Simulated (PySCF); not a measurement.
Working out the ionisation energy of Tc⁺

Tc⁺ [Kr] 4d5 5s1 (7S) → Tc²⁺ [Kr] 4d5 (6S). All numbers are calculated (PySCF 2.14, the spin-free X2C one-electron Hamiltonian (Gaussian nucleus), in x2c-SVPall (6s5p5d1f, 53 functions)). Frozen: [Kr]. Energies in hartree (1 hartree = 27.21139 eV):

| part | Tc⁺ (lower) | Tc²⁺ (upper) |
| --- | --- | --- |
| UHF | -4282.443369 | -4281.920933 |
| MP2 opposite-spin | 0.000000 | 0.000000 |
| MP2 same-spin | -0.059378 | -0.046368 |

Q: What does Hartree-Fock give?

A: (-4281.920933) − (-4282.443369) = 0.522436 hartree = 14.216 eV.

Q: What do MP2 and SCS-MP2 (6/5 opposite-spin, 1/3 same-spin) give?

A: The opposite-spin parts differ by 0.000 eV and the same-spin parts by 0.354 eV. MP2: 14.216 + (0.000) + (0.354) = 14.570 eV. SCS-MP2: 14.216 + 1.2 × (0.000) + (0.354)/3 = 14.334 eV.

Reference: 15.26 eV (semi-empirical (NIST evaluation); NIST Atomic Spectra Database, ionization energies).

A double-zeta basis recovers only part of the correlation energy.

What remains against the reference includes basis incompleteness, the frozen core and correlation beyond second order.
